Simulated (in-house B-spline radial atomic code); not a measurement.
The outermost shell (largest non-relativistic mean radius) with and without relativity; Dirac values are averaged over j. Computed with an all-electron radial atomic-structure program (B-spline basis): non-relativistic Hartree-Fock and Dirac-Hartree-Fock, averages of the configuration (point nuclei without relativity, finite nuclei with it).

```json
{"ion": "Rb6+", "configuration": "[Ar] 3d10 4s2 4p1", "outermost shell": "4p", "radius non-relativistic (bohr)": "1.4449", "radius Dirac (bohr)": "1.4366", "radius change (%)": "-0.57217", "level non-relativistic (eV)": "-97.123", "level Dirac (eV)": "-97.519", "spin-orbit splitting (eV)": "1.3216"}
{"ion": "Sr6+", "configuration": "[Ar] 3d10 4s2 4p2", "outermost shell": "4p", "radius non-relativistic (bohr)": "1.3788", "radius Dirac (bohr)": "1.3705", "radius change (%)": "-0.60336", "level non-relativistic (eV)": "-102.655", "level Dirac (eV)": "-103.1", "spin-orbit splitting (eV)": "1.5791"}
{"ion": "Zr6+", "configuration": "[Ar] 3d10 4s2 4p4", "outermost shell": "4p", "radius non-relativistic (bohr)": "1.2639", "radius Dirac (bohr)": "1.2555", "radius change (%)": "-0.67178", "level non-relativistic (eV)": "-113.937", "level Dirac (eV)": "-114.49", "spin-orbit splitting (eV)": "2.2012"}
{"ion": "Nb6+", "configuration": "[Ar] 3d10 4s2 4p5", "outermost shell": "4p", "radius non-relativistic (bohr)": "1.2136", "radius Dirac (bohr)": "1.205", "radius change (%)": "-0.70866", "level non-relativistic (eV)": "-119.689", "level Dirac (eV)": "-120.3", "spin-orbit splitting (eV)": "2.5718"}
{"ion": "Mo6+", "configuration": "[Ar] 3d10 4s2 4p6", "outermost shell": "4p", "radius non-relativistic (bohr)": "1.1679", "radius Dirac (bohr)": "1.1591", "radius change (%)": "-0.74708", "level non-relativistic (eV)": "-125.514", "level Dirac (eV)": "-126.19", "spin-orbit splitting (eV)": "2.9866"}
{"ion": "Tc6+", "configuration": "[Kr] 4d1", "outermost shell": "4d", "radius non-relativistic (bohr)": "1.3187", "radius Dirac (bohr)": "1.3268", "radius change (%)": "0.6097", "level non-relativistic (eV)": "-88.965", "level Dirac (eV)": "-88.151", "spin-orbit splitting (eV)": "0.42471"}
{"ion": "Ru6+", "configuration": "[Kr] 4d2", "outermost shell": "4d", "radius non-relativistic (bohr)": "1.2602", "radius Dirac (bohr)": "1.2676", "radius change (%)": "0.58844", "level non-relativistic (eV)": "-93.174", "level Dirac (eV)": "-92.319", "spin-orbit splitting (eV)": "0.50733"}
{"ion": "Rh6+", "configuration": "[Kr] 4d3", "outermost shell": "4d", "radius non-relativistic (bohr)": "1.2071", "radius Dirac (bohr)": "1.214", "radius change (%)": "0.56914", "level non-relativistic (eV)": "-97.359", "level Dirac (eV)": "-96.459", "spin-orbit splitting (eV)": "0.60024"}
{"ion": "Pd6+", "configuration": "[Kr] 4d4", "outermost shell": "4d", "radius non-relativistic (bohr)": "1.1588", "radius Dirac (bohr)": "1.1652", "radius change (%)": "0.55137", "level non-relativistic (eV)": "-101.526", "level Dirac (eV)": "-100.58", "spin-orbit splitting (eV)": "0.70423"}
{"ion": "Ag6+", "configuration": "[Kr] 4d5", "outermost shell": "4d", "radius non-relativistic (bohr)": "1.1146", "radius Dirac (bohr)": "1.1206", "radius change (%)": "0.53477", "level non-relativistic (eV)": "-105.678", "level Dirac (eV)": "-104.68", "spin-orbit splitting (eV)": "0.82012"}
{"ion": "Cd6+", "configuration": "[Kr] 4d6", "outermost shell": "4d", "radius non-relativistic (bohr)": "1.0739", "radius Dirac (bohr)": "1.0795", "radius change (%)": "0.5191", "level non-relativistic (eV)": "-109.820", "level Dirac (eV)": "-108.77", "spin-orbit splitting (eV)": "0.94878"}
{"ion": "In6+", "configuration": "[Kr] 4d7", "outermost shell": "4d", "radius non-relativistic (bohr)": "1.0364", "radius Dirac (bohr)": "1.0416", "radius change (%)": "0.50415", "level non-relativistic (eV)": "-113.956", "level Dirac (eV)": "-112.86", "spin-orbit splitting (eV)": "1.0911"}
{"ion": "Sn6+", "configuration": "[Kr] 4d8", "outermost shell": "4d", "radius non-relativistic (bohr)": "1.0016", "radius Dirac (bohr)": "1.0065", "radius change (%)": "0.48975", "level non-relativistic (eV)": "-118.088", "level Dirac (eV)": "-116.93", "spin-orbit splitting (eV)": "1.2479"}
```
